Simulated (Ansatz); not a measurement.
Pulling on the Sn1–S2 bond in SnS (multiplicity 1 held). Energies count from the point at 2.223 Å.


R- and RO- levels are restricted; in cc, def2 and unpolarised 6-31G sets they are followed outwards from rest. Unrestricted levels (U-) break spin symmetry where that is lower. Curves can end on different states.

Cores are frozen in the correlated methods. Filled d and f shells under p-block atoms count as core.

Run with Ansatz (a program for electronic structure) with Gaussian orbitals.  In def2 rows elements past Kr take small-core potentials, without spin–orbit coupling.

Problem. One of these levels gives 168.95 kcal/mol for the energy at R = 8.891 Å. Which one is it?
A) R-SCS-MP2/def2-SVP
B) R-HF/def2-SVP
C) U-CCSD/def2-SVP

Solution. A, R-SCS-MP2/def2-SVP. The others give 143.53 (R-HF/def2-SVP), 93.25 (U-CCSD/def2-SVP)

Doubts at one or more of the structures used: a restricted determinant that unrestricted orbitals would lower (R-HF/def2-SVP, R-SCS-MP2/def2-SVP); a spin-contaminated determinant (U-CCSD/def2-SVP).
